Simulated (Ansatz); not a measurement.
Frontier orbitals of GaH₄InSi.

```
atom    x (Å)    y (Å)    z (Å)
 Si1   0.7666   0.4096   0.1070
 Ga2  -0.3161  -1.7809  -0.9877
 In3  -2.2098   0.4206   0.6451
  H4   1.8178  -0.2726   0.9253
  H5   1.4481   0.9227  -1.1231
  H6  -1.9812  -1.3670  -0.4600
  H7   0.4748   1.6676   0.8935
```

Charge 0, multiplicity 1. Correlated methods include outer-core shells of Ga, In, which these sets cover unevenly. Scalar relativity is left out up to krypton. In: def2 effective core potential. The bonds changed during the relaxation, so this is another structure than the one it started from. The geometry is a stationary point of PBE0-D4/def2-TZVP. Basis def2-TZVPP, Ansatz 0.2.0.

```json
{"functional": "BHLYP", "HOMO (eV)": "-6.07", "LUMO (eV)": "-1.88"}
```

Problem. Give HOMO and LUMO (eV) with LDA (SPW92), PBE, revPBE, BLYP, r2SCAN, B97M-V, PBE0, B3LYP, r2SCANh, r2SCAN0, HSE06 (plane-wave form), CAM-B3LYP, LC-ωPBE, ωB97X-V, ωB97M-V, HF. (An estimate is asked.)

Solution. Ansatz gave: 
```tsv
functional	HOMO	LUMO
LDA (SPW92)	-4.87	-3.44
PBE	-4.70	-3.20
revPBE	-4.63	-3.10
BLYP	-4.58	-3.11
r2SCAN	-4.89	-3.10
B97M-V	-4.77	-3.23
PBE0	-5.43	-2.55
B3LYP	-5.32	-2.75
r2SCANh	-5.16	-2.86
r2SCAN0	-5.57	-2.51
HSE06 (plane-wave form)	-5.06	-2.90
CAM-B3LYP	-6.47	-1.68
LC-ωPBE	-7.49	-0.68
ωB97X-V	-7.26	-0.79
ωB97M-V	-7.20	-1.01
HF	-6.94	-0.21
```

B3LYP here is the variant with VWN-RPA as its local correlation; programs differ in this. LC-ωPBE has ω = 0.4 bohr⁻¹.
